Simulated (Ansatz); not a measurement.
Ge3O2. Charge 0, multiplicity 1. Geometry B3LYP-D4/def2-SVP.

Cartesian coordinates in Å:
```
Ge 0.656 0.920 -1.099
Ge 1.065 -1.023 0.478
Ge -1.335 -0.268 0.795
O 0.158 0.947 0.761
O -0.544 -0.576 -0.934
```

The structure comes from a short search, and lower isomers may exist.

(1) Estimate the orbital energies around the gap (eV) in Ansatz with PBE-D4/def2-SVP, PBE-D4/def2-TZVPD, r2SCAN-D4/def2-TZVP, r2SCAN-D4/def2-TZVPD, PBE0-D4/def2-TZVP.

Answers

(1) 
| orbital | PBE-D4/def2-SVP | PBE-D4/def2-TZVPD | r2SCAN-D4/def2-TZVP | r2SCAN-D4/def2-TZVPD | PBE0-D4/def2-TZVP |
| --- | --- | --- | --- | --- | --- |
| HOMO−9 | -13.30 | -13.26 | -13.71 | -13.72 | -15.00 |
| HOMO−8 | -12.64 | -12.70 | -13.17 | -13.19 | -14.38 |
| HOMO−7 | -10.83 | -10.95 | -11.34 | -11.36 | -12.60 |
| HOMO−6 | -9.63 | -9.62 | -10.00 | -10.02 | -11.11 |
| HOMO−5 | -8.48 | -8.53 | -8.88 | -8.90 | -9.83 |
| HOMO−4 | -8.34 | -8.39 | -8.72 | -8.74 | -9.74 |
| HOMO−3 | -7.47 | -7.51 | -7.78 | -7.79 | -8.56 |
| HOMO−2 | -6.63 | -6.77 | -7.11 | -7.15 | -8.31 |
| HOMO−1 | -6.48 | -6.51 | -6.79 | -6.80 | -7.58 |
| HOMO | -5.22 | -5.22 | -5.45 | -5.45 | -6.00 |
| LUMO | -2.75 | -2.88 | -2.80 | -2.82 | -2.11 |
| LUMO+1 | -2.73 | -2.82 | -2.70 | -2.74 | -2.00 |
| LUMO+2 | -1.26 | -1.42 | -1.15 | -1.19 | -0.46 |
| LUMO+3 | -1.13 | -1.40 | -1.00 | -1.11 | -0.41 |
| LUMO+4 | -0.86 | -0.95 | -0.77 | -0.80 | -0.14 |
| LUMO+5 | -0.14 | -0.47 | -0.01 | -0.13 | 0.61 |
